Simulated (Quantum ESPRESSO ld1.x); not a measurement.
Results of a calculation; reference values are marked as such.
Question: Coherent X-ray form factor from a spherical all-electron density. Level of theory: Dirac Kohn-Sham, exchange-only LDA, spin-unpolarised, spherical densities, point nucleus (ld1.x of Quantum ESPRESSO 7.5).

| sin(theta)/lambda (1/angstrom) | f0 (electrons) |
|---|---|
| 0.05 | 9.932 |
| 0.1 | 9.733 |
| 0.15 | 9.414 |
| 0.2 | 8.995 |
| 0.25 | 8.498 |
| 0.3 | 7.949 |
| 0.4 | 6.784 |
| 0.5 | 5.658 |
| 0.6 | 4.666 |
| 0.8 | 3.199 |
| 1 | 2.332 |
| 1.25 | 1.769 |
| 1.5 | 1.487 |
| 2 | 1.191 |

The species is in the configuration that NIST lists as its ground one. Which atom or ion scatters so?

Answer: The aluminium ion Al3+, [Ne]. Extrapolating in s^2 from the first two rows gives f0(0) = 10.0, near the electron count 10; among species with that count, the fall with angle is slower the higher Z, and the table is that of Z = 13; from so few rows the species is fixed only to a neighbour or two.
